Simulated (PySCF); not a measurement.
## Deuteron quadrupole couplings in `CC[C@@H](C)[C@H](C)CC`

Compound: C₈H₁₈.
Atom-mapped SMILES: `[CH3:1][CH2:2][C@@H:3]([CH3:4])[C@H:5]([CH3:6])[CH2:7][CH3:8]` (hydrogens: H9, H10, H11 on C1; H12, H13 on C2; H14 on C3; H15, H16, H17 on C4; H18 on C5; H19, H20, H21 on C6; H22, H23 on C7; H24, H25, H26 on C8)

Cartesian coordinates in Å at the GFN2-xTB level; atoms count from 1:
```xyz
26
C8H18 angstrom
C     -3.039   -0.271    0.369
C     -1.536   -0.381    0.603
C     -0.713    0.313   -0.489
C     -0.868    1.832   -0.403
C      0.777   -0.099   -0.479
C      0.954   -1.544   -0.948
C      1.454    0.121    0.878
C      2.976    0.072    0.793
H     -3.580   -0.829    1.130
H     -3.370    0.763    0.411
H     -3.305   -0.678   -0.605
H     -1.272   -1.439    0.634
H     -1.293    0.052    1.574
H     -1.115   -0.003   -1.460
H     -0.636    2.195    0.596
H     -1.887    2.126   -0.639
H     -0.205    2.326   -1.110
H      1.280    0.546   -1.211
H      0.387   -1.724   -1.859
H      1.999   -1.753   -1.157
H      0.616   -2.247   -0.190
H      1.110   -0.639    1.583
H      1.165    1.097    1.271
H      3.341    0.804    0.076
H      3.322   -0.911    0.486
H      3.415    0.296    1.763
```

Level: PBE0/pcSseg-1 (PySCF, non-relativistic); Q(2H) = 0.00286 b; rigid geometry, the same for H and D, with no vibrational averaging.

Question: Rank these positions by the coupling χzz of a deuteron there, largest first.
A. H18 (methine hydrogen)
B. H24 (methyl hydrogen)
C. H13 (methylene hydrogen)

Answer: B (212 kHz), C (205 kHz), A (197 kHz).

Question: What are Vzz, η and χzz (234.96 MHz × Q × Vzz) at all hydrogens?

Answer: 
```json
{"atom": "H9", "bonded to": "C1", "bond length (Å)": "1.088", "Vzz (au)": "0.3163", "η": "0.01", "χzz (kHz)": "213"}
{"atom": "H10", "bonded to": "C1", "bond length (Å)": "1.087", "Vzz (au)": "0.3174", "η": "0.02", "χzz (kHz)": "213"}
{"atom": "H11", "bonded to": "C1", "bond length (Å)": "1.088", "Vzz (au)": "0.3148", "η": "0.02", "χzz (kHz)": "212"}
{"atom": "H12", "bonded to": "C2", "bond length (Å)": "1.091", "Vzz (au)": "0.3071", "η": "0.03", "χzz (kHz)": "206"}
{"atom": "H13", "bonded to": "C2", "bond length (Å)": "1.091", "Vzz (au)": "0.3057", "η": "0.01", "χzz (kHz)": "205"}
{"atom": "H14", "bonded to": "C3", "bond length (Å)": "1.097", "Vzz (au)": "0.2928", "η": "0.01", "χzz (kHz)": "197"}
{"atom": "H15", "bonded to": "C4", "bond length (Å)": "1.088", "Vzz (au)": "0.3163", "η": "0.02", "χzz (kHz)": "213"}
{"atom": "H16", "bonded to": "C4", "bond length (Å)": "1.087", "Vzz (au)": "0.3182", "η": "0.01", "χzz (kHz)": "214"}
{"atom": "H17", "bonded to": "C4", "bond length (Å)": "1.088", "Vzz (au)": "0.3158", "η": "0.02", "χzz (kHz)": "212"}
{"atom": "H18", "bonded to": "C5", "bond length (Å)": "1.097", "Vzz (au)": "0.2928", "η": "0.01", "χzz (kHz)": "197"}
{"atom": "H19", "bonded to": "C6", "bond length (Å)": "1.088", "Vzz (au)": "0.3159", "η": "0.02", "χzz (kHz)": "212"}
{"atom": "H20", "bonded to": "C6", "bond length (Å)": "1.087", "Vzz (au)": "0.3181", "η": "0.01", "χzz (kHz)": "214"}
{"atom": "H21", "bonded to": "C6", "bond length (Å)": "1.087", "Vzz (au)": "0.3165", "η": "0.02", "χzz (kHz)": "213"}
{"atom": "H22", "bonded to": "C7", "bond length (Å)": "1.091", "Vzz (au)": "0.3058", "η": "0.01", "χzz (kHz)": "205"}
{"atom": "H23", "bonded to": "C7", "bond length (Å)": "1.091", "Vzz (au)": "0.3071", "η": "0.03", "χzz (kHz)": "206"}
{"atom": "H24", "bonded to": "C8", "bond length (Å)": "1.088", "Vzz (au)": "0.3147", "η": "0.02", "χzz (kHz)": "212"}
{"atom": "H25", "bonded to": "C8", "bond length (Å)": "1.087", "Vzz (au)": "0.3174", "η": "0.02", "χzz (kHz)": "213"}
{"atom": "H26", "bonded to": "C8", "bond length (Å)": "1.088", "Vzz (au)": "0.3161", "η": "0.01", "χzz (kHz)": "212"}
```

Question: Give the 2H NMR doublet splittings at H22 for a magnetic field along the z, y and x axes of the gradient: 3χ/2, 3χ(1 + η)/4, 3χ(1 − η)/4.

Answer: With |χ| = 205.5 kHz and η = 0.014: 308, 156 and 152 kHz, to first order and without motion.

Isolated species at its GFN2-xTB geometry (one conformer only). GFN2-xTB bond lengths can be off by several hundredths of an ångström, more for odd bonds, and the gradients follow them. With a basis this small, the couplings can be 20 % off.

The run behind these numbers computed NMR shieldings as well. Time: 46 s of wall time. Hardware: Arm Neoverse V2, one thread (shared host).
